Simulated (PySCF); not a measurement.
# How the method changes the shape and vibrations of CGeH5 anion

All numbers below are calculated, not measured. The program is PySCF 2.14.0, an open-source quantum chemistry code, run on an isolated molecule that a program drew, which may never have been made. The molecule is CGeH5 anion (charge -1, singlet), drawn as the SMILES string `[CH3][GeH2-]`.

The geometry was optimised and harmonic frequencies were computed with HF and MP2, all in the aug-cc-pVDZ basis, for the commonest isotopes, with a restricted reference for singlets and an unrestricted one otherwise, and a frozen core in MP2. Germanium has the aug-cc-pVDZ-PP basis, with a core potential (ECP10MDF) in place of its 10 inner electrons, and its 3s, 3p and 3d shells are frozen in MP2. Each result is a local minimum of its method.

Geometry at the HF minimum:
```xyz
7
CGeH5 anion, angstrom
C    -0.4741    2.4153   -0.6683
Ge    0.1428    0.4568   -0.4325
H     0.3127    2.9907   -1.1700
H    -1.3618    2.4466   -1.3109
H    -0.7171    2.9194    0.2728
H    -1.0405   -0.0040    0.5644
H     1.2149    0.7286    0.7435
```

Lengths of the bonds as drawn, in Å (atoms numbered as above):
```
bond,HF,MP2
C1-Ge2,2.067,2.084
C1-H3,1.096,1.107
C1-H4,1.096,1.107
C1-H5,1.095,1.105
Ge2-H6,1.614,1.619
Ge2-H7,1.614,1.619
```

Rotational constants, in GHz:
| constant | HF | MP2 |
|---|---|---|
| A | 61.2 | 60.34 |
| B | 8.105 | 7.977 |
| C | 8.03 | 7.922 |

Harmonic frequencies in cm^-1, each column in rising order, so a row needn't be the same motion in every method:
```
rank,HF,MP2
1,190,175
2,494,470
3,567,525
4,606,556
5,868,802
6,889,830
7,938,880
8,1286,?
9,1544,1440
10,1550,1446
11,1769,1769
12,1791,1774
13,3105,3012
14,3168,3105
15,3177,3112
```

**Estimate the missing MP2 frequency from the HF column.**

A single factor s that minimises the squared misfit of MP2 against s times HF over the other rows is sum(HF x MP2) / sum(HF^2) = 0.9711, with an rms misfit of 36 cm^-1. For rank 8 it gives 0.9711 x 1286 = 1249 cm^-1. The calculation gives 1165 cm^-1, 84 cm^-1 below the estimate. The drawn bonds are on average 0.7 % longer in MP2 than in HF.
